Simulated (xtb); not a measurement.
A run for xtb: GFN1-xTB on SiP+, 2S+1 = 3, a spin state set in the input, which need not be the lowest, a point of a bond scan (R = 2.168 Å). Charge +1.

```
$ xtb mol.xyz --gfn 1 --sp --chrg 1 --uhf 2
2

Si     0.00000000     0.00000000     0.00000000
P      0.00000000     0.00000000     2.16759500
```

The head of its log:

```
[...]
           -------------------------------------------------
          |                Calculation Setup                |
           -------------------------------------------------



           -------------------------------------------------
          |                 G F N 1 - x T B                 |
           -------------------------------------------------

        Reference                      10.1021/acs.jctc.7b00118
      * Hamiltonian:
        H0-scaling (s, p, d)           1.850000    2.250000    2.000000
        zeta-weighting                 0.000000
      * Dispersion:
        s8                             2.400000
        a1                             0.630000
        a2                             5.000000
        s9                             0.000000
      * Repulsion:
        kExp                           1.500000
        rExp                           1.000000
      * Coulomb:
        alpha                          2.000000
        third order                    atomic
        anisotropic                    false
      * Halogen bond correction:
        rad-scale                      1.300000
        damping                        0.440000


          ...................................................
          :                      SETUP                      :
          :.................................................:
          :  # basis functions                  20          :
          :  # atomic orbitals                  18          :
          :  # shells                            6          :
          :  # electrons                         8          :
          :  # halogen bonds                     0          :
          :  max. iterations                   250          :
          :  Hamiltonian                  GFN1-xTB          :
          :  restarted?                      false          :
          :  GBSA solvation                  false          :
          :  PC potential                    false          :
          :  electronic temp.          300.0000000     K    :
          :  accuracy                    1.0000000          :
          :  -> integral cutoff          0.2500000E+02      :
          :  -> integral neglect         0.1000000E-07      :
          :  -> SCF convergence          0.1000000E-05 Eh   :
          :  -> wf. convergence          0.2000000E-04 e    :
          :  Broyden damping             0.4000000          :
          :  net charge                          1          :
          :  unpaired electrons                  2          :
          ...................................................

 iter      E             dE          RMSdq      gap      omega  full diag
   1     -3.8364558 -0.383646E+01  0.835E+00    2.59       0.0  T
   2     -3.8318654  0.459040E-02  0.481E+00    2.88       1.0  T
```

Question: Give the final energy of this run.

Answer: -3.8390 hartree.
